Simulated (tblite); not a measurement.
A tight-binding relaxation on `CN(CC)[SiH2][SiH2][AsH2]`.

Computed with GFN2-xTB geometry optimisation, gas phase (tblite 0.8.0). Start geometry: from a force field or distance geometry. The input is one job of a driver script: a line of settings, then coordinates in Å.

Command:
```bash
OMP_NUM_THREADS=1 python probes_run.py task.json out
```

Input:
```
{"job": {"kind": "relax", "xc": "GFN2-xTB", "basis": "xTB"}, "charge": 0, "multiplicity": 1}
C     -1.880900     1.439200    -0.277600
C     -1.877100     0.070900    -0.864700
N     -0.928000    -0.846300    -0.202800
C     -1.477200    -1.244300     1.057900
Si     0.584600     0.076500    -0.011600
Si     2.403200    -1.181300    -0.236400
As     4.213800     0.301800    -0.310200
H     -1.789400     2.184000    -1.116000
H     -1.059600     1.636500     0.435300
H     -2.832900     1.664800     0.247100
H     -2.896900    -0.378800    -0.716800
H     -1.594900     0.100400    -1.926200
H     -1.833300    -2.299900     1.009400
H     -0.754200    -1.136900     1.901200
H     -2.394900    -0.622500     1.270400
H      0.580400     1.155800    -1.024300
H      0.662600     0.784400     1.287500
H      2.465600    -2.052500     0.950700
H      2.352600    -2.026700    -1.427500
H      3.725000     1.495200    -1.198500
H      4.322500     0.896700     1.152800
```

Output:
```
step      E/eV     max force
  0    -605.85960    2.482
  1    -606.10771    1.079
  2    -606.24700    0.947
  3    -606.43141    1.016
  4    -606.59148    0.940
  5    -606.69960    0.682
  6    -606.75724    0.457
  7    -606.80228    0.413
  8    -606.82933    0.365
  9    -606.86166    0.401
... (171 lines left out)
181    -607.42506    0.017
182    -607.42511    0.015
183    -607.42516    0.019
184    -607.42520    0.018
185    -607.42525    0.013
186    -607.42529    0.011
187    -607.42532    0.017
188    -607.42536    0.019
189    -607.42539    0.014
190    -607.42541    0.010
```

«max force» is the largest atomic force in eV/Å.

Question: From which step on does the largest force stay under 0.1 eV/Å, and how much energy is left to gain from there?

Answer: From step 71 (0.084 eV/Å), 45.7 meV above the end.

Main results: energy lowered by 36.1 kcal/mol over 190 steps; largest atomic force 0.010 eV/Å at the end.

Question: Where do the atoms end?

Answer: 0.860 Å rms from the input after alignment:
```
atom  x, y, z in Å
C1    -2.5581    1.4308    0.0050
C2    -1.8507    0.4358   -0.9137
N3    -0.7690   -0.2833   -0.2849
C4    -1.2051   -1.3021    0.6363
Si5    0.7843    0.4428   -0.1509
Si6    2.3852   -1.1719    0.2812
As7    4.5501   -0.3481    0.0264
H8    -3.3316    1.9612   -0.5446
H9    -1.8410    2.1528    0.3877
H10   -3.0224    0.9199    0.8451
H11   -2.5795   -0.2920   -1.2915
H12   -1.4369    0.9754   -1.7679
H13   -1.9580   -1.9339    0.1567
H14   -0.3590   -1.9256    0.9192
H15   -1.6431   -0.8843    1.5502
H16    0.9663    1.1036   -1.4540
H17    0.8708    1.5410    0.8462
H18    2.3047   -1.7110    1.6562
H19    2.2719   -2.3824   -0.5563
H20    4.1766    0.4258   -1.2057
H21    4.2357    0.8626    0.8588
```

Time: 6.6 s. Hardware: Intel Xeon at 2.50 GHz, one thread, no GPU, on a shared host.
Labels such as C1 count atoms from 1, the log's own numbers from 0.
